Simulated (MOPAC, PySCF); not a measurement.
CHNS, SMILES `N#CS`, neutral singlet in the gas phase. 

Cartesian coordinates (Å):
SMILES: N#CS
```xyz
4

N      1.7665    -0.2434    -0.0046
C      0.6616     0.0913     0.0030
S     -0.9237     0.6833     0.0169
H     -1.5044    -0.5312    -0.0152
```
Charge 0, spin multiplicity 1.

All levels are single points at this geometry (B3LYP-D3(BJ)/def2-TZVP); Pople sets use spherical d functions. Orbital energies aren't observables, and empty levels follow the basis.

```
level                            HOMO (eV)  LUMO (eV)  gap (eV)  dipole (D)  vertical IE, Delta-SCF (eV)
-------------------------------  ---------  ---------  --------  ----------  ---------------------------
B3LYP-D3(BJ)/def2-TZVP in PySCF      -8.05      -1.28      6.77        3.56                        10.76
B3LYP/3-21G in PySCF                 -7.88      -0.52      7.36        2.99                            –
B3LYP/6-31G* in PySCF                -7.85      -0.90      6.95        3.32                        10.67
BP86/6-31G* in PySCF                 -6.96      -1.79      5.17        3.27                            –
PBE/6-31G* in PySCF                  -6.85      -1.69      5.16        3.25                        10.53
HF/3-21G in PySCF                   -11.12       3.53     14.66        3.14                            –
HF/6-31G* in PySCF                  -11.05       3.18     14.23        3.49                            –
PM3 in MOPAC                        -10.11      -0.92      9.19        2.76                            –
PM6 in MOPAC                         -9.99      -0.86      9.13        3.02                            –
```
